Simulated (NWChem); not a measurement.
A series in which one site is exchanged, each optimised at PBE0/def2-SVP with NWChem, gas phase unless a solvent is named. All stand in one matching conformer (torsions within 35°), which need not be the lowest. Some are not confirmed as minima by frequencies. def2 effective core potentials on In; no spin-orbit coupling.

A: OBO (H3BO2; site = B)
B: [OH][GaH][OH] (GaH3O2; site = Ga)
C: [OH][InH][OH] (InH3O2; site = In)

Values for A:

| Property | Value |
|---|---|
| dipole (D), PBE0/def2-SVP | 1.64 |
| orbital gap (eV), PBE0/def2-SVP | 10.57 |
| static polarisability, B3LYP/def2-SVPD (bohr³) | 25.2 |
| lowest singlet excitation, B3LYP/def2-SVPD, TDA (eV) | 8.06 |

### Question
How do these values change for the other members?

### Answer
```csv
change from A,B,C
"dipole (D), PBE0/def2-SVP",+0.11,+0.60
"orbital gap (eV), PBE0/def2-SVP",-2.48,-3.54
"static polarisability, B3LYP/def2-SVPD (bohr³)",+12.1,+20.2
"lowest singlet excitation, B3LYP/def2-SVPD, TDA (eV)",-1.50,-2.73
```
